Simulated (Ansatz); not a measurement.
Relaxation of the cluster CuSe₅ with UKS PBE-D4/def2-SVP.

```sh
$ ansatz run in.yaml --threads 4 --pin off --events-out ev --progress --plain --max-ram 4787MiB
```

```yaml
crystal:
  periodic: [false, false, false]
  atoms:
    - {symbol: Cu, position_ang: [-0.226480, 1.057370, 1.110050]}
    - {symbol: Se, position_ang: [1.699160, 0.784230, -1.492920]}
    - {symbol: Se, position_ang: [0.582070, 2.573210, -0.507330]}
    - {symbol: Se, position_ang: [0.283170, -1.027240, -1.448570]}
    - {symbol: Se, position_ang: [-2.209000, -2.052670, 1.305830]}
    - {symbol: Se, position_ang: [-0.128920, -1.334900, 1.032950]}
basis:
  gaussian: {orbitals: def2-SVP}
magnetization: {spin_polarized: true, initial_magnetization: 1}
hamiltonian: {xc: pbe, dispersion: d4}
scf: {lower_state_search: "off"}
output: {orbitals: {seedname: orbitals}}
relax: {f_tol: 0.02, max_steps: 100}
```

It took 74 s on 4 threads of Arm Neoverse V2 on a shared host.

Positions (Å) and forces (eV/Å) at steps 1, 2, 3, 4, 5, 6, 7, 8, 9, 10, 11, 12, 13, 16 of 16:

```xyz
6
step=1 energy=-371290.7994 eV
Cu   -0.226    1.057    1.110    0.398   -0.216   -0.531
Se    1.699    0.784   -1.493    0.379   -0.205   -0.001
Se    0.582    2.573   -0.507   -0.503    0.411    0.531
Se    0.283   -1.027   -1.449   -0.177   -0.334   -0.296
Se   -2.209   -2.053    1.306   -0.760   -0.231    0.108
Se   -0.129   -1.335    1.033    0.663    0.574    0.189
6
step=2 energy=-371290.9326 eV
Cu   -0.124    1.024    1.001    0.226   -0.121   -0.293
Se    1.662    0.783   -1.400    0.159   -0.013    0.067
Se    0.550    2.680   -0.492   -0.271   -0.129    0.160
Se    0.275   -1.087   -1.475   -0.006    0.090    0.010
Se   -2.247   -2.060    1.317    0.038    0.081    0.090
Se   -0.116   -1.340    1.048   -0.147    0.092   -0.034
6
step=3 energy=-371290.9867 eV
Cu   -0.011    0.936    0.871    0.016    0.021   -0.070
Se    1.705    0.829   -1.345   -0.064    0.097    0.216
Se    0.484    2.719   -0.509   -0.017   -0.097   -0.010
Se    0.289   -1.032   -1.460   -0.041   -0.102   -0.143
Se   -2.307   -2.063    1.389    0.267    0.207   -0.023
Se   -0.160   -1.389    1.054   -0.160   -0.125    0.030
6
step=4 energy=-371291.0210 eV
Cu    0.025    0.896    0.818   -0.034    0.057    0.056
Se    1.691    0.823   -1.262   -0.061    0.130    0.144
Se    0.429    2.728   -0.501    0.036   -0.016   -0.113
Se    0.287   -1.051   -1.490    0.020   -0.066   -0.066
Se   -2.298   -1.989    1.398    0.185    0.175    0.032
Se   -0.135   -1.408    1.036   -0.145   -0.280   -0.054
6
step=5 energy=-371291.0532 eV
Cu    0.069    0.816    0.741   -0.228    0.069    0.259
Se    1.671    0.836   -1.112    0.009    0.128   -0.165
Se    0.323    2.752   -0.493    0.093   -0.187   -0.090
Se    0.334   -1.094   -1.565    0.089    0.084    0.048
Se   -2.295   -1.816    1.468    0.305    0.169   -0.042
Se   -0.100   -1.495    0.963   -0.268   -0.263   -0.011
6
step=6 energy=-371291.0968 eV
Cu    0.026    0.792    0.775   -0.112   -0.052    0.150
Se    1.671    0.842   -1.113    0.001    0.096   -0.049
Se    0.289    2.710   -0.487    0.021   -0.110   -0.056
Se    0.362   -1.091   -1.580    0.032    0.017    0.000
Se   -2.273   -1.713    1.470    0.148    0.141   -0.034
Se   -0.075   -1.539    0.935   -0.090   -0.092   -0.011
6
step=7 energy=-371291.1585 eV
Cu   -0.013    0.733    0.827   -0.119   -0.091    0.063
Se    1.666    0.849   -1.093   -0.014    0.058   -0.006
Se    0.209    2.638   -0.478   -0.030   -0.046    0.016
Se    0.392   -1.092   -1.605    0.036   -0.059    0.049
Se   -2.234   -1.523    1.450    0.234    0.209   -0.047
Se   -0.020   -1.605    0.899   -0.107   -0.070   -0.074
6
step=8 energy=-371291.2542 eV
Cu   -0.061    0.670    0.851   -0.239   -0.077    0.087
Se    1.649    0.855   -1.070    0.018    0.067    0.029
Se    0.140    2.586   -0.451   -0.060   -0.028    0.020
Se    0.430   -1.110   -1.625   -0.002   -0.112    0.067
Se   -2.180   -1.335    1.436    0.368    0.324   -0.088
Se    0.021   -1.665    0.859   -0.086   -0.175   -0.116
6
step=9 energy=-371291.4065 eV
Cu   -0.127    0.613    0.868   -0.369   -0.021    0.129
Se    1.635    0.854   -1.041    0.008    0.084    0.066
Se    0.082    2.539   -0.427   -0.056   -0.016    0.016
Se    0.454   -1.124   -1.636   -0.004   -0.173    0.081
Se   -2.105   -1.157    1.415    0.423    0.420   -0.086
Se    0.061   -1.725    0.821   -0.002   -0.294   -0.206
6
step=10 energy=-371291.5700 eV
Cu   -0.237    0.568    0.886   -0.077    0.312    0.036
Se    1.621    0.852   -1.017   -0.040    0.069    0.148
Se    0.048    2.511   -0.406   -0.041   -0.092    0.009
Se    0.474   -1.148   -1.635    0.000   -0.191    0.059
Se   -2.010   -0.986    1.400    0.186    0.118    0.002
Se    0.104   -1.796    0.773   -0.027   -0.217   -0.254
6
step=11 energy=-371291.5880 eV
Cu   -0.247    0.616    0.961    0.318    0.329   -0.028
Se    1.576    0.813   -0.912    0.010    0.250    0.028
Se   -0.039    2.480   -0.414    0.114   -0.094   -0.165
Se    0.562   -1.235   -1.709   -0.178    0.083    0.161
Se   -1.937   -0.847    1.443   -0.081   -0.393   -0.086
Se    0.085   -1.827    0.631   -0.183   -0.175    0.089
6
step=12 energy=-371291.6254 eV
Cu   -0.196    0.615    0.931    0.108    0.070    0.044
Se    1.612    0.856   -0.893   -0.174   -0.068    0.017
Se   -0.046    2.482   -0.462    0.064    0.068   -0.041
Se    0.481   -1.177   -1.638    0.117   -0.041    0.023
Se   -1.922   -0.876    1.398   -0.099   -0.102    0.071
Se    0.072   -1.901    0.664   -0.016    0.074   -0.114
6
step=13 energy=-371291.6330 eV
Cu   -0.204    0.633    0.937   -0.004    0.000    0.007
Se    1.585    0.845   -0.880    0.032   -0.018    0.004
Se   -0.031    2.508   -0.467   -0.028   -0.011    0.002
Se    0.513   -1.203   -1.659   -0.040    0.022    0.010
Se   -1.922   -0.892    1.429   -0.004    0.031   -0.031
Se    0.059   -1.891    0.639    0.044   -0.024    0.007
6
step=16 energy=-371291.6341 eV
Cu   -0.199    0.639    0.951    0.004   -0.004    0.005
Se    1.587    0.841   -0.880    0.008    0.002   -0.002
Se   -0.038    2.497   -0.468   -0.007    0.008   -0.002
Se    0.502   -1.198   -1.654    0.001   -0.003   -0.007
Se   -1.920   -0.886    1.411   -0.004    0.004    0.000
Se    0.068   -1.892    0.640   -0.001   -0.007    0.005
```

Another isomer (doublet) lies 0.18 eV lower at PBE0-D4/def2-SVP; other spin states weren't run for this one.
